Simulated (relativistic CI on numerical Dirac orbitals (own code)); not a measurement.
# Cu2+ in a cubic cluster: 3s photoemission with charge transfer

Computed with a charge-transfer multiplet model of a cubic metal-ligand cluster with up to one ligand hole, Slater and spin-orbit integrals from Dirac-Coulomb-Breit ions, Slater integrals scaled by 0.9. The ground state mixes d9 with configurations of k ligand holes L, whose averages lie at kΔ + k(k − 1)U_dd/2; a core hole lowers each added d electron by U_cd. 20 K, Lorentzian 1.4 eV and Gaussian 0.8 eV FWHM.

Atomic integrals in eV (Slater integrals scaled, ζ unscaled), ground: F2dd 12.450, F4dd 7.768, zeta_d 0.099; with the core hole: F2dd 12.450, F4dd 7.768, zeta_d 0.112, G2cd 12.629.

Cluster parameters (eV): Δ = 1.4, U_dd = 6.8, 10Dq = 0.5, 10Dq(ligand) = 1.3, V(eg) = 2.15, V(t2g) = -0.99, final-state hopping factor = 1.

| Case | n_d | d9 | d10L | S |
| --- | --- | --- | --- | --- |
| U_cd = 5.9 eV | 9.39 | 0.61 | 0.39 | 0.50 |
| U_cd = 6.5 eV | 9.39 | 0.61 | 0.39 | 0.50 |
| U_cd = 7.7 eV | 9.39 | 0.61 | 0.39 | 0.50 |
| U_cd = 8.9 eV | 9.39 | 0.61 | 0.39 | 0.50 |
| U_cd = 9.5 eV | 9.39 | 0.61 | 0.39 | 0.50 |

Weights, n_d and S are thermal averages at 20 K. Binding energies count from the first peak over 30 % of the highest in each spectrum, which can be another peak from case to case. The parameters are a model scan and need not match a compound or its usual spin state. Peaks in eV (height, largest 100):
- U_cd = 5.9 eV: 0.0 (100), 5.6 (23), 10.2 (14)
- U_cd = 6.5 eV: 0.0 (100), 6.0 (26), 10.6 (15)
- U_cd = 7.7 eV: 0.0 (100), 7.0 (33), 11.7 (17)
- U_cd = 8.9 eV: 0.0 (100), 8.0 (39), 12.8 (18)
- U_cd = 9.5 eV: 0.0 (100), 8.4 (42), 13.2 (19)

For the case U_cd = 7.7 eV, Δ = 1.4 eV is smaller than U_dd = 6.8 eV, the charge-transfer side of the Zaanen-Sawatzky-Allen scheme. With the core hole the configuration with one ligand hole lies at Δ − U_cd = -4.5, -5.1, -6.3, -7.5, -8.1 eV from the one without, in the order of the table; where this is negative the screened configuration lies lower.

Without intra-shell correlation the exchange splitting of the 3s hole comes out too large.
